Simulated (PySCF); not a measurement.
## Se⁺: interval between two levels

Se⁺ [Ar] 3d10 4s2 4p3 [4S3/2, M_J = 3/2] → Se⁺ [Ar] 3d10 4s2 4p2 4d1 [4F9/2, M_J = 9/2], as a difference of total energies. All numbers are calculated (PySCF 2.14, the two-component X2C-1e Hamiltonian, in x2c-SVPall-2c with one added diffuse shell each of s, p, d type (6s7p4d, 47 functions)). Correlated levels: [Ne] frozen; the 6 highest virtual spinors dropped. "Screened" scales the spin-orbit matrix elements by Boettger's factors to mimic the two-electron term; Breit and QED terms are absent.

```json
{"method": "GHF (spin-free)", "interval between two levels (cm⁻¹)": "104830"}
{"method": "GMP2 (spin-free)", "interval between two levels (cm⁻¹)": "108870"}
{"method": "GHF (screened spin-orbit)", "interval between two levels (cm⁻¹)": "106110"}
{"method": "GMP2 (screened spin-orbit)", "interval between two levels (cm⁻¹)": "110180"}
```

The labels give the starting determinants; with spin-orbit coupling the two ends relaxed to ⟨J²⟩ = 3.75, ⟨L²⟩ = 0.01, ⟨S²⟩ = 3.73 and ⟨J²⟩ = 24.76, ⟨L²⟩ = 12.12, ⟨S²⟩ = 3.71.

The promoted electron is Rydberg-like, and one or two diffuse shells describe it only roughly, which tends to raise the upper state.
